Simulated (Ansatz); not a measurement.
A structure relaxed at PBE-D4/def2-SVP in Ansatz, charge 0, singlet:

```tsv
atom	x (Å)	y (Å)	z (Å)
Hf1	-0.6767	0.2375	-2.3830
Ge2	-1.2259	0.9628	1.5357
Ge3	0.7859	1.9002	-0.2778
Ge4	3.1632	1.0228	0.2418
Ge5	-0.0690	-0.6761	2.9837
Ge6	-1.1577	-2.0384	1.1177
Ge7	-0.0289	-2.1030	-1.2597
Ge8	1.8260	0.0173	-1.7189
Ge9	-2.4590	-0.6975	-0.6406
Ge10	-1.7146	2.1411	-0.6591
Ge11	1.5568	-0.7666	1.0602
```

Give its formula.

HfGe₁₀.

Summarise the bond lengths by kind (pairs closer than 1.2 times the sum of covalent radii, bridged metal pairs left out).

14 × Ge–Ge 2.47 to 2.87 Å; 5 × Ge–Hf 2.60 to 3.06 Å. The metal has 5 neighbours: Ge 3.06 Å, Ge 2.68 Å, Ge 2.60 Å, Ge 2.66 Å, Ge 2.77 Å.

In the def2 sets Hf takes a core potential; there is no spin–orbit coupling. The restricted singlet is unstable towards broken spin symmetry in Hartree–Fock (as tested in another run); at PBE-D4/def2-SVP this wasn't settled. The structure comes from a short search, and lower isomers may exist.
